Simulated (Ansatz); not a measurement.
## A geometry optimisation of CH2AgSn+ with B3LYP-D3(BJ)/def2-SVP

The starting geometry of this gas-phase singlet was optimised with GFN2-xTB.

```yaml
atoms:
  - { symbol: C, position_ang: [0.4124, 0.1356, -0.2002] }
  - { symbol: Ag, position_ang: [-0.3973, 0.9299, 1.7097] }
  - { symbol: Sn, position_ang: [-0.0959, -1.9162, -0.8000] }
  - { symbol: H, position_ang: [0.0647, 0.8639, -0.9580] }
  - { symbol: H, position_ang: [1.5079, 0.2541, -0.0938] }
```

Q: Predict what it relaxes into with B3LYP-D3(BJ)/def2-SVP.

A: A new bond forms, giving a structure given below by its coordinates. Contacts that close: Ag2–Sn3 (3.81 → 3.10 Å).

The energy falls by 0.25 eV over 7 steps:

```csv
step,E − E(last) (eV)
1,0.254
2,0.074
3,0.016
4,0.000
5,0.000
6,0.000
7,0.000
```

Final geometry (Å):

```yaml
atoms:
  - { symbol: C, position_ang: [0.5172, 0.1751, -0.3477] }
  - { symbol: Ag, position_ang: [-0.4713, 0.5588, 1.5720] }
  - { symbol: Sn, position_ang: [-0.2469, -1.7789, -0.4510] }
  - { symbol: H, position_ang: [0.1106, 0.9672, -0.9988] }
  - { symbol: H, position_ang: [1.5822, 0.3451, -0.1167] }
```

Frequencies at the end are all real (lowest 73 cm⁻¹). Atoms past krypton carry core potentials, without spin–orbit terms. Run with Ansatz 0.2.0, 17 s on 2 threads of Arm Neoverse V1 (shared host).
